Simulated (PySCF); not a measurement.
Gas-phase reaction: 2 SnH4 + Sn2O2 + 6 O → 4 Sn(OH)2

Computed with PySCF and rigid-rotor harmonic-oscillator thermochemistry at 1 bar. † marks an energy on the PBE0/def2-TZVP geometry and frequencies; other levels use their own. MP2 freezes the core. Open shells (unrestricted): O (multiplicity 3, electronic degeneracy 9); the rest are closed-shell singlets. Spin-orbit splitting is ignored; it lowers the true energy and changes the entropy of O. B3LYP is the form with VWN-RPA correlation. Sn: scalar-relativistic def2 core potential, no spin-orbit coupling. Sn2O2, Sn(OH)2: computed as isolated molecules; such fragments, hydroxides, amides, oligomers or adducts are transient or little studied in the gas. MP2 isn't extrapolated to the basis-set limit; its ΔH°(298 K) is -2864.1 kJ in def2-SVP and -3186.8 kJ in def2-TZVPP. The harmonic model lacks anharmonicity and excited electronic states, which grow with temperature; levels with a mode under 35 cm⁻¹ are left out. Internal rotation in Sn(OH)2 is treated as a harmonic vibration of one conformer, which makes the entropy rough.

```tsv
level	ΔE electronic, kJ	ΔH°(298 K), kJ	ΔS°(298 K), J/K	ΔG°(1600 K), kJ
B3LYP/def2-TZVP†	-3127	-3027	-562	-2114
BLYP/def2-TZVP†	-3254	-3154	-562	-2241
MP2/def2-SVP†	-2964	-2864	-562	-1951
MP2/def2-TZVPP†	-3287	-3187	-562	-2273
PBE/def2-SVP	-3255	-3159	-563	-2241
PBE/def2-TZVP†	-3335	-3235	-562	-2322
PBE0/def2-QZVP†	-3143	-3043	-562	-2129
ωB97M-V/def2-TZVP†	-3145	-3045	-562	-2132
```
ΔH° is lowest at PBE/def2-TZVP† and highest at MP2/def2-SVP†. No reference value is set beside these.
